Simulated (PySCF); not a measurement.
## Stretching RbBe⁻

Set-up: Rb def2-SVPD with ECP28, Be def2-SVPD; scalar-relativistic core potentials (PySCF 2.14). Energies in eV from Rb⁻ + Be in their ground configurations at the same level. State: ¹Σ⁺ (singlet), closed shell.

```
R (Å)  RHF-CCSD(T)     PBE0
3.439               -0.2522
3.599       0.0921  -0.2922
3.759       0.0557  -0.3131
3.879       0.0365  -0.3199
3.999       0.0222  -0.3215
4.119       0.0114  -0.3193
4.279       0.0008  -0.3122
4.479      -0.0085  -0.2995
4.719      -0.0164  -0.2814
5.039               -0.2558
```

**Question.** Put a parabola through the three lowest points of the PBE0 curve and estimate Re, k and ωe (reduced mass 8.147 u; 1 eV/Å² = 0.16022 mdyn/Å; ωe = 1302.8·√(k/μ) cm⁻¹).

**Answer.** Through R = 3.879, 3.999, 4.119 Å the second-order coefficient is 0.132 eV/Å², so Re ≈ 3.990 Å, k ≈ 0.0423 mdyn/Å and ωe ≈ 94 cm⁻¹. A polynomial fit of higher order to the unrounded PBE0 energies gives Re = 3.982 Å, k = 0.0441 mdyn/Å, ωe = 95.9 cm⁻¹; anharmonicity and rounding make the difference.

The higher-order fit for each curve: PBE0: Re = 3.982 Å, ωe = 95.9 cm⁻¹, De = 0.322 eV. RHF-CCSD(T) gives no reliable minimum on this grid.

Correlated steps freeze no core orbitals. Closed-shell solutions of metal pairs were not tested for spin polarisation, which can lower them a little. The bond is weak. Basis-set superposition, not corrected here, can be much of De in a small basis, most of all at correlated wavefunction levels. For an ion De counts to the pair picked by the measured ionisation energies or electron affinities, which need not be the lowest pair at this level. The highest Kohn–Sham level is positive in this anion. Much of that is self-interaction error, but it also means that the finite basis helps to hold the extra electron. The CCSD T1 diagnostic is raised, a sign that a single reference may not be enough here.
